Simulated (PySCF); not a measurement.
Compound: C3H8BrGeN.
Bonds: C1–C2 (double), C2–C3, C3–N4, N4–Ge5, Ge5–Br6. Hydrogens: H7, H8 on C1; H9 on C2; H10, H11 on C3; H12 on N4; H13, H14 on Ge5.

Method: PBE0-D3(BJ)/def2-SVP geometry optimisation, gas phase (PySCF).

(1) Give the optimised bond lengths and angles.

Results:

(1) 
```tsv
bond	length (Å)	order
C1=C2	1.332	double
C2–C3	1.504	single
C3–N4	1.445	single
N4–Ge5	1.806	single
Ge5–Br6	2.333	single
C1–H7	1.094	single
C1–H8	1.092	single
C2–H9	1.097	single
C3–H10, C3–H11	1.107	single
N4–H12	1.012	single
Ge5–H13, Ge5–H14	1.532	single
```

Bonds in one row agree within 0.01 Å and their mean is given. Orders are formal, as drawn. A selection of angles:
```tsv
angle	degrees
C2–C1–H7	120.3
C2–C1–H8	121.5
H7–C1–H8	118.2
C1–C2–C3	125.1
C1–C2–H9	119.9
C3–C2–H9	115.0
C2–C3–N4	115.0
C2–C3–H10	108.7
C2–C3–H11	108.4
N4–C3–H10	110.1
H10–C3–H11	103.7
C3–N4–Ge5	122.9
C3–N4–H12	115.3
Ge5–N4–H12	117.5
N4–Ge5–Br6	110.6
N4–Ge5–H13	108.6
Br6–Ge5–H13	107.6
Br6–Ge5–H14	104.7
H13–Ge5–H14	115.4
```

Torsions: C1–C2–C3–N4 -2° (synperiplanar); C2–C3–N4–Ge5 -104° (anticlinal); C3–N4–Ge5–Br6 -64° (synclinal). The mirror-image conformer, all signs reversed, is as good.

The C–C distances run from 1.332 Å (C1=C2, drawn double) to 1.504 Å (C2–C3, drawn single), a spread of 0.172 Å. Of the pairs four or more bonds apart, N4···H7 is among the closest relative to their van der Waals radii: 2.54 Å, 93 % of the sum of Bondi's values. N4 (nitrogen bonded to C, Ge and H) has angles 122.9°, 117.5° and 115.3°, sum 355.7°, 0.16 Å off the plane of its three neighbours. Ge5 (germanium bonded to Br, N and 2 H) is distorted tetrahedral (angles from 104.7° to 115.4°).

Point group: C1 (no symmetry element, even within 0.4 Å). Not checked by PBE0-D3(BJ)/def2-SVP frequencies. One conformer, not necessarily the lowest.
